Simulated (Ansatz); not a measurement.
```yaml
crystal:
  periodic: [false, false, false]
  atoms:
    - {symbol: C, position_ang: [0.492649, -2.448597, 0.055231]}
    - {symbol: O, position_ang: [0.094634, -1.382080, 0.409122]}
    - {symbol: C, position_ang: [-0.452790, -1.126194, -0.671826]}
    - {symbol: O, position_ang: [-0.174112, -1.208528, -1.669675]}
    - {symbol: C, position_ang: [-1.015047, 0.711733, -0.561497]}
    - {symbol: C, position_ang: [-2.502155, 0.681024, -0.131396]}
    - {symbol: C, position_ang: [-0.003789, 1.181544, 0.587758]}
    - {symbol: O, position_ang: [-0.416665, 1.831667, 1.283706]}
    - {symbol: O, position_ang: [1.269171, 1.346449, -0.128398]}
    - {symbol: C, position_ang: [2.348488, 1.956985, 0.542709]}
    - {symbol: H, position_ang: [-0.342450, -3.538781, -0.429600]}
    - {symbol: H, position_ang: [0.408329, -3.020712, 1.255898]}
    - {symbol: H, position_ang: [1.362926, -2.819103, -0.445777]}
    - {symbol: H, position_ang: [-0.914436, 1.086281, -1.654003]}
    - {symbol: H, position_ang: [-2.407152, 0.161383, 0.585588]}
    - {symbol: H, position_ang: [-2.890583, -0.176539, -0.755166]}
    - {symbol: H, position_ang: [-2.612491, 1.507511, 0.036253]}
    - {symbol: H, position_ang: [3.139622, 2.182844, 0.118209]}
    - {symbol: H, position_ang: [1.831796, 3.149182, 0.399547]}
    - {symbol: H, position_ang: [2.354029, 1.805875, 1.526998]}
basis:
  gaussian: {orbitals: cc-pVDZ}
total_charge: 1
magnetization: {spin_polarized: true, initial_magnetization: 2}
hamiltonian: {xc: {name: BLYP}, dispersion: d3bjatm}
```

```sh
$ ansatz run in.yaml --threads 4 --pin off --events-out ev --progress --plain --max-ram 66560MiB --backend cpu
```

Output, abridged:

```
Error: a molecule whose nuclei and cores have a total charge of 78 cannot have a net charge of 1 together with 2 unpaired electrons
```

(1) What is wrong with this run?

Results:

(1) The number of unpaired electrons doesn't fit the electron count. The input was rejected before any iteration.
